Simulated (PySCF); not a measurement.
F₆Si₂, charge -1, doublet, geometry from GFN2-xTB (a state made from the parent by changing its charge; the spin is typed, not shown lowest); PySCF with PBE0/3-21G.

The PySCF input:
```python
from pyscf import gto, scf, dft

mol = gto.M(
    atom='''
F     2.498832   -0.268387   -1.137586
Si    1.110337   -0.087130   -0.202929
F     1.713581    1.210891    0.584382
F     1.568061   -1.252836    0.845992
Si   -1.110337    0.087130    0.202929
F    -1.568061    1.252836   -0.845992
F    -1.713581   -1.210891   -0.584382
F    -2.498832    0.268387    1.137586
''',
    basis='3-21g',
    charge=-1,
    spin=1,
    verbose=4,
)

mf = dft.UKS(mol)
mf.xc = 'pbe0'
mf.kernel()
```

Output, abridged:

```
PySCF version 2.14.0

[INPUT] verbose = 4
[INPUT] num. atoms = 8
[INPUT] num. electrons = 83
[INPUT] charge = -1
[INPUT] spin (= nelec alpha-beta = 2S) = 1
[INPUT] symmetry False subgroup None
[INPUT] Mole.unit = angstrom
[INPUT] Symbol           X                Y                Z      unit          X                Y                Z       unit  Magmom
[INPUT]  1 F      2.498832000000  -0.268387000000  -1.137586000000 AA    4.722108111299  -0.507177925394  -2.149725983139 Bohr   0.0
[INPUT]  2 Si     1.110337000000  -0.087130000000  -0.202929000000 AA    2.098232835971  -0.164651837233  -0.383480232732 Bohr   0.0
[INPUT]  3 F      1.713581000000   1.210891000000   0.584382000000 AA    3.238198782258   2.288252356701   1.104321932126 Bohr   0.0
[INPUT]  4 F      1.568061000000  -1.252836000000   0.845992000000 AA    2.963205836612  -2.367516918996   1.598693183573 Bohr   0.0
[INPUT]  5 Si    -1.110337000000   0.087130000000   0.202929000000 AA   -2.098232835971   0.164651837233   0.383480232732 Bohr   0.0
[INPUT]  6 F     -1.568061000000   1.252836000000  -0.845992000000 AA   -2.963205836612   2.367516918996  -1.598693183573 Bohr   0.0
[INPUT]  7 F     -1.713581000000  -1.210891000000  -0.584382000000 AA   -3.238198782258  -2.288252356701  -1.104321932126 Bohr   0.0
[INPUT]  8 F     -2.498832000000   0.268387000000   1.137586000000 AA   -4.722108111299   0.507177925394   2.149725983139 Bohr   0.0

nuclear repulsion = 606.549031542721
number of shells = 44
number of NR pGTOs = 144
number of NR cGTOs = 80
basis = 3-21g
ecp = {}

******** <class 'pyscf.dft.uks.UKS'> ********
method = UKS
initial guess = minao
damping factor = 0
level_shift factor = 0
DIIS = <class 'pyscf.scf.diis.CDIIS'>
diis_start_cycle = 1
diis_space = 8
diis_damp = 0
SCF conv_tol = 1e-09
SCF conv_tol_grad = None
SCF max_cycles = 50
direct_scf = True
direct_scf_tol = 1e-13
number electrons alpha = 42  beta = 41
XC library pyscf.dft.libxc version 7.1.2
    S. Lehtola, C. Steigemann, M. J. T. Oliveira, and M. A. L. Marques,  SoftwareX 7, 1–5 (2018)
XC functionals = pbe0
    C. Adamo and V. Barone,  J. Chem. Phys. 110, 6158 (1999)
    M. Ernzerhof and G. E. Scuseria,  J. Chem. Phys. 110, 5029 (1999)
radial grids:
    Treutler-Ahlrichs [JCP 102, 346 (1995); DOI:10.1063/1.469408] (M4) radial grids

becke partition: Becke, JCP 88, 2547 (1988); DOI:10.1063/1.454033
pruning grids: <function nwchem_prune>
grids dens level: 3
symmetrized grids: False
atomic radii adjust function: <function treutler_atomic_radii_adjust>
small_rho_cutoff = 0
Set gradient conv threshold to 3.16228e-05
tot grids = 123936
init E= -1171.23935486937

cycle= 1 E= -1170.96691603801  delta_E= 0.272  |g|= 0.915  |ddm|= 2.19
cycle= 2 E= -1170.72613588347  delta_E= 0.241  |g|= 1.27  |ddm|= 1.85
cycle= 3 E= -1171.2392535285  delta_E= -0.513  |g|= 0.0768  |ddm|= 1.09
cycle= 4 E= -1171.24075954732  delta_E= -0.00151  |g|= 0.0416  |ddm|= 0.0943
cycle= 5 E= -1171.24125692218  delta_E= -0.000497  |g|= 0.00316  |ddm|= 0.0308
cycle= 6 E= -1171.24126361844  delta_E= -6.7e-06  |g|= 0.000524  |ddm|= 0.00618
cycle= 7 E= -1171.24126387489  delta_E= -2.56e-07  |g|= 0.000115  |ddm|= 0.00119
cycle= 8 E= -1171.24126388505  delta_E= -1.02e-08  |g|= 2.32e-05  |ddm|= 0.000228
cycle= 9 E= -1171.24126388546  delta_E= -4.04e-10  |g|= 2.47e-06  |ddm|= 4.44e-05
Extra cycle  E= -1171.24126388546  delta_E= 2.27e-13  |g|= 1.77e-06  |ddm|= 5.29e-06
converged SCF energy = -1171.24126388546  <S^2> = 0.75479146  2S+1 = 2.0047857
```
